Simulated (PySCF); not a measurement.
## Worked example: chemical shift, span and skew from a shielding tensor

CH7Cl2NSi2, SMILES CN[Si@H](Cl)[SiH2]Cl. Atoms are numbered in the order given.

```xyz
13

C     -2.0213    -0.0641    -1.4898
N     -1.8108    -0.6003    -0.1540
Si    -0.5394    -0.1625     0.9255
Cl    -0.7237     1.7221     1.8844
Si     1.4739     0.1345    -0.2431
Cl     1.7222    -1.4040    -1.6447
H     -2.5075    -0.8170    -2.1450
H     -1.0443     0.1757    -1.9579
H     -2.6405     0.8620    -1.5117
H     -2.6439    -1.0272     0.2609
H     -0.5242    -1.1873     2.0193
H      2.6408     0.1218     0.7040
H      1.4657     1.4443    -0.9806
```

Geometry: PBE-D3(BJ)/def2-SVP. The structure was generated by enumeration; whether it is a known compound was not checked. Other conformers were not sampled.

GIAO shieldings from PBE0/pcSseg-1 run with PySCF, non-relativistic, no solvent. The symmetric part of the tensor of Si3 has the principal values 310.4, 357.0, 410.8 ppm. The same nucleus in TMS has σ = 352.7 ppm at this level (PySCF, at its B3LYP-D3(BJ)/def2-TZVP geometry). Without spin–orbit terms, shifts of atoms bonded to Cl or Br come out too high.

Problem. Work out the isotropic shielding, the ²⁹Si shift against TMS, the span and the skew.

Solution. 
σ(iso) = (σ11 + σ22 + σ33)/3 = 359.4 ppm. δ = σ(ref) − σ(iso) = 352.7 − (359.4) = -6.7 ppm.
Span Ω = σ33 − σ11 = 100.4 ppm. Skew κ = 3(σ(iso) − σ22)/Ω = 0.07. Tumbling in solution averages the tensor to δ; in a static solid the shielding alone would spread this spin-1/2 line over Ω.
